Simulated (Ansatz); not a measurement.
The cluster Sc8O12, relaxed as a singlet with RKS PBE-D4/def2-SVP in Ansatz, starting from the GFN1-xTB geometry. Force threshold 0.03 eV/Å.

Single mean-field runs in def2-SVP are fitted with def2-universal-jkfit. The structure holds 2 bonds between oxygen atoms, so isomers without such links may lie far lower. The restricted singlet is unstable towards broken spin symmetry in Hartree–Fock (as tested in another run); at PBE-D4/def2-SVP this wasn't settled. Another isomer (singlet) lies 8.77 eV lower at PBE0-D4/def2-TZVP; other spin states weren't run for this one.

Start:

```xyz
20

Sc    2.5775   -0.0150    0.1752
Sc   -1.8872    1.5731   -1.2964
Sc    3.0852    3.1947    0.8949
Sc    2.7644   -2.6601   -0.2425
Sc   -0.5950    0.7319    1.3346
Sc   -0.6197   -2.3198    0.5864
Sc   -3.0030   -0.8907    0.1523
Sc    1.0087    2.5515   -0.7747
O     3.5695    0.9511    1.3579
O     0.5849   -0.6016    0.2002
O    -0.6193    2.9529   -1.7644
O     0.6782    2.3185    1.2139
O    -1.5747   -1.0626    1.9877
O    -1.9102   -0.1838   -1.8715
O    -3.3161    0.2140   -1.7432
O     0.6564   -3.4754   -0.3824
O    -2.4064   -2.6744   -0.2200
O    -2.4206    1.3673    0.5769
O     0.9793   -3.3965    1.0545
O     2.4483    1.4249   -1.2394
```

**Question.** Estimate the energy that the relaxation releases and the steps that it takes.

**Answer.** 7.31 eV, in 17 steps; 80 s on 2 threads of AMD EPYC 7R13 on a shared host and a share (18 GiB) of an NVIDIA H100 80GB HBM3. No frequencies were taken in this run, so the end may be a saddle point.

**Question.** Does the start keep its bonding and symmetry?

**Answer.** By distances, no bond broke or formed, bridged metal pairs apart. The bond that changes most is Sc3–O12, from 2.58 to 1.93 Å (atoms count from 1). Metal–metal contacts that move far: Sc3–Sc5 4.45 to 3.14 Å.

**Question.** Predict the relaxed structure.

**Answer.** 
```xyz
20

Sc    2.562    0.039   -0.200
Sc   -2.358    2.008   -1.365
Sc    2.281    2.263    2.094
Sc    2.946   -3.318    0.220
Sc   -0.366    0.701    1.462
Sc   -0.310   -2.208    0.614
Sc   -2.680   -0.648   -0.042
Sc    0.967    2.658   -1.132
O     3.327    0.958    1.299
O     0.739   -0.526    0.352
O    -0.747    2.805   -1.972
O     0.820    2.426    0.849
O    -1.471   -0.959    1.694
O    -2.730    0.154   -1.999
O    -3.973    0.563   -1.269
O     1.102   -3.813   -0.096
O    -1.734   -2.187   -0.616
O    -1.893    1.307    0.356
O     1.368   -3.510    1.358
O     2.149    1.289   -1.606
```
Bond lengths (bridged metal pairs left out): 28 × O–Sc 1.85 to 2.25 Å; 2 × O–O 1.50 to 1.51 Å; 1 × Sc–Sc 3.40 Å.
